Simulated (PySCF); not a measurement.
Q: Write Cartesian coordinates for InChI=1S/H4O4Si/c1-5(2,3)4/h1-4H as optimised with PBE0-D3(BJ)/def2-SVP.

A: 
```xyz
9
H4O4Si angstrom
O      0.4279    1.3287   -0.8756
Si     0.0057   -0.0079   -0.0087
O      1.2166   -1.1013   -0.2376
O     -1.4876   -0.4538   -0.5423
O     -0.1385    0.1961    1.6201
H     -0.3010    1.9161   -1.0954
H      1.6544   -1.0526   -1.0922
H     -2.0031   -0.9725    0.0820
H      0.6828    0.1302    2.1157
```

Orientation and origin are arbitrary. Atoms count from 1 in this order. Si2 (oxygen-bound silicon) is distorted tetrahedral (angles from 105.9° to 116.2°). All 4 O–Si bonds measure 1.647 to 1.648 Å.

Bonds between heavy atoms (Å): O1–Si2 1.648, Si2–O3 1.647, Si2–O4 1.647, Si2–O5 1.648.

Method: PBE0-D3(BJ)/def2-SVP geometry optimisation, gas phase in PySCF 2.14.0.

Point group: S4 (tolerance 0.08 Å). No frequency check.

The run took 35 s of wall time on one thread, Arm Neoverse V1 (aarch64), shared host with 32 logical CPUs at a one-minute load of 13, and the process peaked at 0.39 GiB of memory. These figures are those of the optimisation.
